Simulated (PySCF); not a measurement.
How methods differ on the excitation energy of S

S [Ne] 3s2 3p4 (3P) → S [Ne] 3s1 3p4 4s1 (5P), as a difference of total energies. All numbers are calculated (PySCF 2.14, no relativity, point nucleus, in aug-cc-pwCVTZ (8s7p5d3f, 75 functions)). Correlated levels: valence: [Ne] frozen. The calculations carry no spin-orbit coupling.

```
           method  excitation energy (eV)
              UHF                  16.468
    MP2 (valence)                  16.786
SCS-MP2 (valence)                  16.974
   CCSD (valence)                  16.497
CCSD(T) (valence)                  16.298
```

How much does correlation contribute at CCSD(T) (valence)?

16.298 − (16.468) = -0.170 eV, measured against UHF.

The upper state lies above the first ionisation limit, where it may autoionise and the basis confines it. A Rydberg-like electron needs more diffuse functions than a valence basis has.

The promoted electron is Rydberg-like, and one or two diffuse shells describe it only roughly, which tends to raise the upper state.

The coupled-cluster amplitudes are large for the upper state (T1 above 0.03 or a double amplitude above 0.15), so a single reference is strained.
